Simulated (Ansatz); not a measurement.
The same hydrolysis along the group B, Al, Ga, In.

Gas-phase electronic energies from Ansatz, PBE0-D4/def2-TZVP geometries. CCSD(T)/CBS is the MP2 limit (def2-TZVPP, def2-QZVPP) plus CCSD(T) − MP2 in def2-TZVPP, frozen cores. This one scheme is used for every species. Elements past krypton have def2 core potentials. For Br, Ga, In outer-core shells are correlated without core-valence functions, which leaves a few kJ/mol of doubt a bond. Scalar relativity is left out up to krypton. One conformer a species, not always the lowest.

Task: Order these by ΔE at CCSD(T)/CBS, lowest first. (Best estimate.)
A. `FB(Br)Br` + H₂O → `OB(F)Br` + HBr
B. `[F][Ga]([Br])[Br]` + H₂O → `[OH][Ga]([F])[Br]` + HBr
C. `[F][In]([Br])[Br]` + H₂O → `[OH][In]([F])[Br]` + HBr
D. `[F][Al]([Br])[Br]` + H₂O → `[OH][Al]([F])[Br]` + HBr

Result: A (-64.3 kJ/mol), D (+24.0 kJ/mol), B (+68.3 kJ/mol), C (+106.7 kJ/mol).

Largest T1 diagnostic: 0.014, for `[OH][In]([F])[Br]`.
